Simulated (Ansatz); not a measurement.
`BO[Si](C)(F)S` + H₂ → `BO[SiH](C)F` + H₂S  (hydrogenolysis of the Si–S bond)

Gas-phase electronic energies from Ansatz, PBE0-D4/def2-TZVP geometries. CCSD(T)/CBS adds triple-zeta CCSD(T) − MP2 to the extrapolated MP2 energy (def2 sets, frozen cores). This one scheme is used for every species. DFT in def2-TZVPP. Each species was taken in one conformer, which may not be the lowest.

```csv
level,ΔE (kJ/mol)
ωB97M-V,44.1
r2SCAN,48.3
PBE0,39.1
SCS-MP2/def2-TZVPP,39.2
HF/def2-QZVPP,16.3
MP2/def2-QZVPP,50.6
MP2/CBS(def2),52.6
CCSD/CBS(def2),38.2
```

Question: What does CCSD(T)/CBS give? (Best estimate.)

Answer: Computed: +44.0 kJ/mol. The listed levels differ from it by 0.1, 4.3, -4.9, -4.8, -27.7, 6.6, 8.6, -5.8 kJ/mol.

Largest T1 diagnostic among the species: 0.012.

The D4 term adds +14.3 kJ/mol with B3LYP and +7.8 kJ/mol with PBE0; it sums over pairs of atoms, weighted by their polarisabilities, and B3LYP, whose exchange is more repulsive, gets the larger term. In def2-TZVPP, CCSD(T) changes the Hartree–Fock value by +23.0 kJ/mol (the triples alone add +5.8 kJ/mol) and MP2 by +31.6 kJ/mol.

B3LYP here is the variant with VWN-RPA as its local correlation; programs differ in this.
